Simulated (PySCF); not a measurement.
C₂H₁₀N₂Si₂.

```xyz
16

C      0.5344    -1.0918     1.7045
C     -0.0239    -0.3257     0.5272
N      0.6455     0.1238    -0.4611
Si     2.3344     0.1025    -0.9216
Si    -1.9178     0.0071     0.4619
N     -2.0927     1.1315    -0.8279
H      0.0086    -2.0567     1.8079
H      0.3408    -0.5323     2.6357
H      1.6145    -1.2798     1.6179
H      2.7659     1.5225    -1.0470
H      2.4091    -0.5547    -2.2563
H      3.2898    -0.5981    -0.0020
H     -2.3746     0.5342     1.7848
H     -2.6072    -1.3151     0.2861
H     -1.2594     1.1923    -1.4132
H     -2.9521     1.2725    -1.3456
```
Charge 0, spin multiplicity 1.

Geometry: B3LYP-D3(BJ)/def2-SVP. The structure was generated by enumeration; whether it is a known compound was not checked. Other conformers were not sampled.

Method: PBE0/pcSseg-1 (PySCF). Non-relativistic, no solvent.

**Question.** Give the absolute GIAO shielding of each atom: isotropic value and principal components (ppm). (An estimate is asked for; the answer gives what the named calculation found.)

**Answer.** 
```tsv
atom	σ(iso)	σ11	σ22	σ33	span
C1	153.3	123.2	151.4	185.4	62.2
C2	-29.6	-121.1	-100.4	132.7	253.9
N3	-147.3	-550.0	-168.3	276.3	826.3
Si4	424.6	399.6	401.9	472.3	72.7
Si5	408.3	357.1	393.7	474.0	117.0
N6	268.9	236.3	254.0	316.5	80.1
H7	29.0	26.2	28.2	32.7	6.6
H8	29.1	26.2	28.0	33.0	6.9
H9	28.7	24.2	29.1	32.9	8.7
H10	26.3	23.8	25.1	30.1	6.3
H11	26.4	23.8	25.1	30.2	6.3
H12	26.0	22.3	25.7	30.2	7.9
H13	26.5	22.9	25.4	31.1	8.2
H14	26.4	22.9	25.3	31.0	8.1
H15	30.1	20.2	27.6	42.6	22.5
H16	31.4	23.3	27.0	43.9	20.6
```
